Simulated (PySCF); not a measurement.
**Electron correlation in Ga (gallium, neutral)**

[Ar] 3d10 4s1 4p2, high-spin 4P determinant (an excited configuration). All numbers are calculated (PySCF 2.14, scalar relativity through the core potential, in aug-cc-pVQZ-PP with one added diffuse shell each of s, p, d, f, g type with ECP10MDF (8s7p6d4f3g, 114 functions)). Frozen: 3s2 3p6 3d10; 3 electrons correlated.

MP2 pair energies summed by pair of shells (mhartree):

```tsv
pair	energy	share (%)
4p-4p	-4.74	54.6
4s-4p	-3.94	45.4
```

Total MP2 correlation energy: -8.69 mhartree.

Same-spin part -8.69 and opposite-spin part 0.00 mhartree; SCS-MP2 scales them by 1/3 and 6/5 to -2.90 mhartree.
